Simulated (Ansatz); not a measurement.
`OC1=CB1`, relaxed with RKS PBE-D4/def2-SVP in the Gaussian-basis code of Ansatz from a rough embedded geometry. The force threshold is 0.03 eV/Å; the program also tests the step.

Total charge 0; spin multiplicity 1.

Start:

```xyz
7

O    -1.439   -0.608    0.800
C    -0.418   -0.082    0.134
C     0.026    0.837   -0.786
B     1.113   -0.008   -0.167
H    -1.292   -1.397    1.504
H    -0.169    1.618   -1.532
H     2.179   -0.361    0.047
```

**Question.** By how much does the energy fall, and how many steps does the optimiser take? (Estimate.)

**Answer.** Computed: 57.39 kJ/mol, in 5 steps, 1 of them rejected.

**Question.** Which bonds change most? (An estimate is asked.)

**Answer.** Computed: O1–H5 from 1.068 to 0.978 Å; C2–B4 from 1.562 to 1.491 Å; B4–H7 from 1.144 to 1.204 Å; C3–B4 from 1.509 to 1.487 Å.

**Question.** Give the relaxed structure. (An estimate is asked.)

**Answer.** Computed: 
```xyz
7

O    -1.485   -0.545    0.730
C    -0.347   -0.130    0.174
C     0.059    0.784   -0.757
B     1.114   -0.045   -0.114
H    -1.264   -1.249    1.371
H    -0.340    1.552   -1.434
H     2.264   -0.368    0.031
```
